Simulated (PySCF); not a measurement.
## Bond curve of BBr

Set-up: basis B 6-31G(d,p), Br 6-31G(d,p); no relativity; PySCF 2.14. Energies in eV from B + Br in their ground configurations at the same level. All curves are PBE0. state 1: ¹Σ⁺ (singlet), closed shell; state 2: ³Π (triplet), unpaired electrons σ ↑, π ↑, a second solution, started from another occupation.

```csv
R (Å),state 1,state 2
1.650,-3.691,-1.950
1.727,-4.186,-2.391
1.804,-4.455,-2.595
1.861,-4.548,-2.636
1.919,-4.572,-2.605
1.977,-4.543,-2.522
2.053,-4.443,-2.354
2.149,-4.251,-2.085
2.264,-3.961,-1.726
2.418,-3.525,-1.254
```

Problem. Put a parabola through the three lowest points of the state 1 curve and estimate Re, k and ωe (reduced mass 9.662 u; 1 eV/Å² = 0.16022 mdyn/Å; ωe = 1302.8·√(k/μ) cm⁻¹).

Solution. Through R = 1.861, 1.919, 1.977 Å the second-order coefficient is 7.88 eV/Å², so Re ≈ 1.916 Å, k ≈ 2.52 mdyn/Å and ωe ≈ 666 cm⁻¹. A polynomial fit of higher order to the unrounded PBE0 energies gives Re = 1.914 Å, k = 2.61 mdyn/Å, ωe = 677 cm⁻¹; anharmonicity and rounding make the difference.

The higher-order fit for each curve: state 1: Re = 1.914 Å, ωe = 677 cm⁻¹, De = 4.57 eV; state 2: Re = 1.863 Å, ωe = 770 cm⁻¹, minimum 2.64 eV below the ground-state fragments.
